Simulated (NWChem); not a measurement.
# C2H8OSi; SMILES COC[SiH3]

```xyz
12

C      0.6302     1.8734     0.1401
O     -0.4291     1.1735    -0.4352
C     -0.8297     0.0365     0.2872
Si     0.2217    -1.5208    -0.0615
H      0.8493     2.7365    -0.5042
H      0.3758     2.2477     1.1527
H      1.5506     1.2632     0.2274
H     -0.8698     0.2400     1.3779
H     -1.8651    -0.1941    -0.0172
H      1.6597    -1.3188     0.2943
H      0.1375    -1.8764    -1.5093
H     -0.3124    -2.6549     0.7561
```
Atoms are numbered in this order, from 1.

Computed with NWChem. Coordinates come from a PBE0/def2-SVP optimisation. Total energies of different functionals are on different scales.

```json
[
 {"level": "PBE/def2-TZVP", "energy (Ha)": "-445.4260", "highest occupied level (eV)": "-5.65", "orbital gap (eV)": "5.47", "dipole (D)": "1.04"},
 {"level": "B3LYP/def2-TZVP", "energy (Ha)": "-445.8087", "highest occupied level (eV)": "-6.88", "orbital gap (eV)": "7.27", "dipole (D)": "1.09"},
 {"level": "PBE0/def2-TZVP", "energy (Ha)": "-445.4715", "highest occupied level (eV)": "-7.10", "orbital gap (eV)": "7.74", "dipole (D)": "1.10"},
 {"level": "CAM-B3LYP/def2-TZVP", "energy (Ha)": "-445.7121", "highest occupied level (eV)": "-8.50", "orbital gap (eV)": "10.02", "dipole (D)": "1.13"},
 {"level": "TPSSh/def2-TZVP", "energy (Ha)": "-445.8110", "highest occupied level (eV)": "(withheld)", "orbital gap (eV)": "(withheld)", "dipole (D)": "1.07"}
]
```

**Question.** Complete the blanks.

**Answer.** 
- TPSSh/def2-TZVP, highest occupied level (eV): -6.30
- TPSSh/def2-TZVP, orbital gap (eV): 6.69
